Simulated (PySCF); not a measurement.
# Basis and Hamiltonian dependence of the ionisation energy of Mn⁺

Mn⁺ [Ar] 3d5 4s1 (7S) → Mn²⁺ [Ar] 3d5 (6S). All values are computed (PySCF 2.14, energy differences of UHF-based or UKS calculations, no spin-orbit coupling). Values in eV.

```
                                                                   basis       Hamiltonian  functions     UHF     PBE    PBE0  MP2 (valence)  CCSD(T) (valence)  CCSD(T) (valence and next inner shell)
                                                                  6-31G*  non-relativistic         34  14.557     n/a     n/a         14.774                n/a                                     n/a
                                                   Sapporo-DKH3-DZP-2012     spin-free X2C         43  14.848     n/a     n/a         15.258                n/a                                     n/a
                                                                 cc-pVDZ  non-relativistic         43  14.718     n/a     n/a         15.095                n/a                                     n/a
                                                           jorge-DZP-DKH     spin-free X2C         43  14.629     n/a     n/a         14.831                n/a                                     n/a
                                                              cc-pVDZ-DK     spin-free X2C         43  14.885     n/a  15.936         15.276                n/a                                     n/a
                                                            ANO-RCC-VTZP     spin-free X2C         59  14.870  16.298  15.976         15.305             15.347                                  15.609
                                                                 cc-pVTZ  non-relativistic         68  14.692     n/a     n/a         15.119                n/a                                     n/a
       x2c-TZVPPall with one added diffuse shell each of s, p, d, f type     spin-free X2C         80  14.855  16.262  15.948         15.291             15.336                                  15.603
                                                          aug-cc-pVTZ-DK     spin-free X2C         93  14.855  16.303  15.978         15.315             15.366                                     n/a
                                                             aug-cc-pVTZ  non-relativistic         93  14.692  16.114  15.794         15.139             15.188                                     n/a
                                                             def2-QZVPPD  non-relativistic        100  14.688  16.098  15.781         15.132             15.180                                     n/a
     aug-cc-pVTZ with one added diffuse shell each of s, p, d, f, g type  non-relativistic        118  14.692  16.114  15.794         15.140                n/a                                     n/a
                                                           aug-cc-pwCVTZ  non-relativistic        127  14.690  16.100  15.783         15.144                n/a                                     n/a
aug-cc-pwCVTZ-DK with one added diffuse shell each of s, p, d, f, g type     spin-free X2C        152  14.853  16.289  15.967         15.322                n/a                                     n/a
```

Frozen in the all-electron rows: valence: [Ar]; valence and next inner shell: [Ne].

Non-relativistic rows lack the scalar-relativistic shift.

Reference for a calculation without spin-orbit coupling: 15.640 eV (measured, between term centres; NIST).
